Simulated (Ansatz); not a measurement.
Cost and result for the atomization energy of `S=C1C[Se]1` (6 atoms, 6 bonds).

The species carries charge 0 and has multiplicity 1. Correlated methods include outer-core shells of Se, which these sets cover unevenly. Scalar relativity is left out up to krypton. The structure was optimised at the PBE0-D4/def2-TZVP level. Program: Ansatz. All runs use 2 threads of an Arm Neoverse V1 on a shared host. Times are those of one run each, without the atoms' runs, and a repeat can differ threefold. Electronic energies, without spin–orbit coupling; frozen cores. CCSD(T)/CBS adds CCSD(T) − MP2 in def2-TZVPP to the MP2 limit, and its time is that of the two runs behind it. T1 = 0.015; the RHF reference is unstable towards UHF. With those shells the extrapolation isn't a true limit. B3LYP takes the VWN-RPA correlation (the form of Gaussian; ORCA's B3LYP/G). HSE06 is the plane-wave form, built on full-range PBE exchange.

CCSD(T)/CBS is a level of theory with its own doubt, some kJ/mol a heavy atom from the limit and from the frozen cores, so smaller differences don't rank the functionals.

| level | functions | wall time |
| --- | --- | --- |
| LDA (SPW92)/def2-TZVPP | 180 | 1.4 s |
| PBE-D4/def2-TZVPP (with forces) | 180 | 3 s |
| BHLYP-D4/def2-TZVPP | 180 | 3.7 s |
| HSE06-D4/def2-TZVPP | 180 | 3.8 s |
| CCSD(T)/def2-SVP | 88 | 4.4 s |
| B3LYP-D4/def2-TZVPP (with forces) | 180 | 5.5 s |
| r2SCANh-D4/def2-TZVPP | 180 | 6.5 s |
| B2PLYP/def2-TZVPP | 180 | 6.5 s |
| ωB97X-V/def2-TZVPP | 180 | 9.5 s |
| ωB97M-V/def2-TZVPP (with forces) | 180 | 14 s |
| MP2/def2-QZVPP | 333 | 23 s |
| CCSD(T)/def2-TZVPP | 180 | 77 s |
| CCSD(T)/CBS(def2) | – | 100 s |

Task: What atomization energy does each give, and how far from CCSD(T)/CBS? (Estimate.)

Result: Computed: 
```tsv
level	atomization (kJ/mol)	difference from CCSD(T)/CBS	per bond
LDA (SPW92)/def2-TZVPP	2643.2	447.9	74.7
PBE-D4/def2-TZVPP (with forces)	2325.3	130.0	21.7
BHLYP-D4/def2-TZVPP	2073.5	-121.8	-20.3
HSE06-D4/def2-TZVPP	2240.6	45.3	7.6
CCSD(T)/def2-SVP	2038.6	-156.7	-26.1
B3LYP-D4/def2-TZVPP (with forces)	2193.4	-1.9	-0.3
r2SCANh-D4/def2-TZVPP	2205.0	9.7	1.6
B2PLYP/def2-TZVPP	2172.6	-22.7	-3.8
ωB97X-V/def2-TZVPP	2191.0	-4.3	-0.7
ωB97M-V/def2-TZVPP (with forces)	2192.4	-2.9	-0.5
MP2/def2-QZVPP	2250.1	54.8	9.1
CCSD(T)/def2-TZVPP	2121.7	-73.6	-12.3
CCSD(T)/CBS(def2)	2195.3	0.0	0.0
```

From PBE to PBE0 (25 % exact exchange), in def2-TZVPP and without D4, the atomization energy moves by −85.1 kJ/mol: exact exchange takes away binding that semilocal exchange gives to molecules. Leaving LDA and LC-ωPBE aside and taking each functional with its dispersion term where it has one, the values spread over 251.7 kJ/mol, from BHLYP-D4 to PBE-D4. LDA lies +334.2 kJ/mol from PBE without D4, its usual overbinding. In def2-TZVPP, CCSD(T) changes the Hartree–Fock value by +712.8 kJ/mol (the triples alone add +71.9 kJ/mol) and MP2 by +798.6 kJ/mol; breaking electron pairs costs correlation energy, which Hartree–Fock lacks.
